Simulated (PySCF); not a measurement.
A calculated (LDA, PySCF 2.14, jorge-DZP-DKH, the spin-free X2C one-electron Hamiltonian (Gaussian nucleus)) atom or ion has these occupied shells.

| shell | electrons | orbital energy (eV) | rms radius, mean of both spins (bohr) |
| --- | --- | --- | --- |
| 1s α | 1 | -12492.3 | 0.0509 |
| 1s β | 1 | -12492.2 | 0.0509 |
| 2s α | 1 | -1626.2 | 0.213 |
| 2s β | 1 | -1626.2 | 0.213 |
| 2p α | 3 | -1435.4 | 0.189 |
| 2p β | 3 | -1435.3 | 0.189 |
| 3s α | 1 | -234.92 | 0.617 |
| 3s β | 1 | -234.73 | 0.617 |
| 3p α | 3 | -175.12 | 0.638 |
| 3p β | 3 | -174.89 | 0.638 |
| 3d α | 5 | -75.758 | 0.697 |
| 3d β | 5 | -75.456 | 0.697 |
| 4s α | 1 | -38.583 | 1.80 |
| 4s β | 1 | -36.776 | 1.80 |
| 4p α | 2 | -26.230 | 2.17 |

Problem. Name the element and its charge.

Solution. Se²⁺ (selenium, charge +2), in [Ar] 3d10 4s2 4p2, high-spin 3P determinant.
